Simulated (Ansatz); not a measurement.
CH2BrFO2 (`OC(O)(F)Br`), one more setting.

```yaml
crystal:
  periodic: [false, false, false]
  atoms:
    - {symbol: O, position_ang: [-1.003212, 0.077592, 0.725025]}
    - {symbol: C, position_ang: [-0.080878, -0.104402, -0.305793]}
    - {symbol: O, position_ang: [1.197195, -0.182417, 0.124137]}
    - {symbol: F, position_ang: [-0.443251, -1.219911, -0.915765]}
    - {symbol: Br, position_ang: [-0.156722, 1.403463, -1.502840]}
    - {symbol: H, position_ang: [-0.835624, 0.891288, 1.151107]}
    - {symbol: H, position_ang: [1.265393, -0.851942, 0.807104]}
basis:
  gaussian: {orbitals: cc-pVTZ, final_grid: {core_spheres: 20, valence_spheres: 16, degree: 47}}
total_charge: 1
magnetization: {spin_polarized: true, initial_magnetization: 1}
hamiltonian: {xc: {name: B2GP-PLYP}}
accuracy: high
scf: {lower_state_search: off}
output: {forces: true}
```

```sh
$ ansatz run in.yaml --threads 4 --pin off --events-out ev --progress --plain --max-ram 10444MiB
```

Shortened log:

```
Functional definition: B2GP-PLYP
3317 factors; integrals over basis functions are off by at most 4.3e-9 eV
mean field evaluation 1: about -77877.3222 eV, gradient 5.4e1 eV
mean field evaluation 2: about -77877.5217 eV, gradient 5.5e1 eV
mean field evaluation 4: about -77886.2435 eV, gradient 1.4e1 eV
mean field evaluation 8: about -77887.0882 eV, gradient 7.9e-1 eV
mean field evaluation 16: about -77887.1151 eV, gradient 4.7e-2 eV
mean field evaluation 32: about -77887.1177 eV, gradient 7.0e-8 eV
mean field -77887.11765042 eV, -2862.2987798683 hartree, gradient 7.0e-8 eV, S^2 0.756641; 0 other end points of the search recorded, 0 dependent functions left out
13 core orbitals not correlated: weight in the atoms' cores, before any rotation towards them, 1.000 or more for the frozen orbitals, at most 0.000 for the correlated occupied ones
reference -77887.11766614 eV, -2862.2987804461 hartree; 21, 20 occupied and 157, 158 virtual orbitals, 3317 factors
second order -33.65536306 eV of doubles, -0.00000000 eV of singles
Total energy: -77899.23359684 eV, -2862.7440326869 hartree
Atom 0 at    -1.003212     0.077592     0.725025 Å, force    -0.015882    -0.776433    -2.836573 eV/Å
Atom 1 at    -0.080878    -0.104402    -0.305793 Å, force     0.370635    -3.180807     3.420412 eV/Å
Atom 2 at     1.197195    -0.182417     0.124137 Å, force    -0.283397     1.248567    -0.955066 eV/Å
Atom 3 at    -0.443251    -1.219911    -0.915765 Å, force    -0.234585     0.652803    -0.448952 eV/Å
Atom 4 at    -0.156722     1.403463    -1.502840 Å, force    -0.305249     0.965688    -0.804212 eV/Å
Atom 5 at    -0.835624     0.891288     1.151107 Å, force     0.412187     1.561537     1.319713 eV/Å
Atom 6 at     1.265393    -0.851942     0.807104 Å, force     0.056292    -0.471355     0.304678 eV/Å
Dipole moment:     0.101290     0.407790     0.282200 e Å
Checks for a lower state left out: starts, cluster_reference, orbital_swaps, neighbouring_geometries, increment
```

Hardware: 4 threads of an Intel Xeon 6975P-C on a shared host. Wall time 43 s, peak host memory 1.5 GiB.
